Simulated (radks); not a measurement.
The numbers below are computed, except where a source is named.
These are the eigenvalues of the occupied orbitals of an atom or ion with whole-number occupations (eV). Level of theory: Dirac Kohn-Sham, exchange-only LDA, spin-unpolarised, spherical densities, finite nucleus; Fermi nuclear charge, rms radius of each element as measured or else 0.836 A^(1/3) + 0.57 fm (a radial shooting solver on a logarithmic mesh with Libxc functionals).

1s1/2: -43323.95
2s1/2: -7014.293
2p1/2: -6639.781
2p3/2: -6120.395
3s1/2: -1529.625
3p1/2: -1369.236
3p3/2: -1265.621
3d3/2: -985.0726
3d5/2: -962.6507
4s1/2: -312.5937
4p1/2: -252.0816
4p3/2: -229.4823
4d3/2: -129.8437
4d5/2: -125.8567
5s1/2: -52.0185
5p1/2: -35.8082
5p3/2: -32.7249
4f5/2: -13.3902

Which element is it, and in what charge state? The configuration may be excited. Open shells, if any, fill j = l - 1/2 first.

Answer. Z = 60, neodymium, charge +2: Nd2+ in [Xe] 4f4. The list shows which subshells hold electrons but not how many an open one holds; the 1s level, -1592.1 hartree, gives Z - s = 56.4 by -(Z - s)^2/2, which with screening and relativity narrows Z to a few neighbours, and the depths of the outer levels then fix element, charge and occupations together.
